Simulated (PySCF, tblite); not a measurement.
Isomers of C5H10O3SSi, one GFN2-xTB conformer each. Single-point energies are computed at PBE0/pcSseg-1 (PySCF, gas phase, no added dispersion term), electronic only.

| SMILES | GFN2-xTB relative energy (kcal/mol) |
| --- | --- |
| C=C[C@@]1(S(=O)(=O)O)[SiH2][C@@H]1C | 3.0 |
| C#C[C@@](C)([SiH2]C)S(=O)(=O)O | 0.0 |
| C/C(CS(=O)(=O)O)=C1/C[SiH2]1 | 10.9 |

Conformers: `[CH2:1]=[CH:2][C@@:3]1([S:4](=[O:5])(=[O:6])[OH:7])[SiH2:8][C@@H:9]1[CH3:10]` with C1–C2–C3–S4 163°, C2–C3–S4–O5 37°, C3–S4–O7–H 118°; `[CH:1]#[C:2][C@@:3]([CH3:4])([SiH2:5][CH3:6])[S:7](=[O:8])(=[O:9])[OH:10]` with C2–C3–Si5–C6 -49°, C2–C3–S7–O8 -158°, C3–S7–O10–H 106°; `[CH3:1]/[C:2]([CH2:3][S:4](=[O:5])(=[O:6])[OH:7])=[C:8]1/[CH2:9][SiH2:10]1` with C1–C2–C3–S4 -89°, C2–C3–S4–O5 -72°, C3–S4–O7–H 121°.

Problem. What does PBE0/pcSseg-1 give for the same structures?

Solution. 
```tsv
SMILES	PBE0/pcSseg-1 E (Eh)	PBE0/pcSseg-1 (kcal/mol)	GFN2-xTB (kcal/mol)	point group
C/C(CS(=O)(=O)O)=C1/C[SiH2]1	-1108.97180	0.0	10.9	C1
C=C[C@@]1(S(=O)(=O)O)[SiH2][C@@H]1C	-1108.97061	0.7	3.0	C1
C#C[C@@](C)([SiH2]C)S(=O)(=O)O	-1108.96692	3.1	0.0	C1
```

GFN2-xTB puts C#C[C@@](C)([SiH2]C)S(=O)(=O)O lowest instead; measured from each level's own lowest isomer, the values differ by up to 10.9 kcal/mol (C/C(CS(=O)(=O)O)=C1/C[SiH2]1: 10.9 against 0.0). As drawn, the lowest has a three-membered ring and a C=C bond outside aromatic rings, which the highest lacks; the highest has a C≡C bond, which the lowest lacks. Neighbours under 2.5 kcal/mol apart (C/C(CS(=O)(=O)O)=C1/C[SiH2]1 and C=C[C@@]1(S(=O)(=O)O)[SiH2][C@@H]1C; C=C[C@@]1(S(=O)(=O)O)[SiH2][C@@H]1C and C#C[C@@](C)([SiH2]C)S(=O)(=O)O) can change places with a better method, another conformer or zero-point energy.

Problem. Which frontier levels, dipoles and rotational constants go with these structures?

Solution. 
```tsv
SMILES	HOMO (eV, PBE0/pcSseg-1)	LUMO (eV)	dipole (D)	A, B, C (MHz)
C/C(CS(=O)(=O)O)=C1/C[SiH2]1	-7.34	-0.79	3.05	1879, 618.2, 543.1
C=C[C@@]1(S(=O)(=O)O)[SiH2][C@@H]1C	-7.05	-0.88	3.08	1247, 1012, 841.6
C#C[C@@](C)([SiH2]C)S(=O)(=O)O	-8.03	-0.14	3.69	1389, 907.9, 767.7
```

Problem. What happens when harmonic zero-point energies from GFN2-xTB frequencies are added?

Solution. 
| SMILES | ZPE (kcal/mol) | electronic (kcal/mol) | with ZPE (kcal/mol) |
| --- | --- | --- | --- |
| C/C(CS(=O)(=O)O)=C1/C[SiH2]1 | 88.3 | 0.0 | 0.0 |
| C=C[C@@]1(S(=O)(=O)O)[SiH2][C@@H]1C | 88.8 | 0.7 | 1.2 |
| C#C[C@@](C)([SiH2]C)S(=O)(=O)O | 87.2 | 3.1 | 2.0 |

The zero-point energies span 1.6 kcal/mol. The order is unchanged.
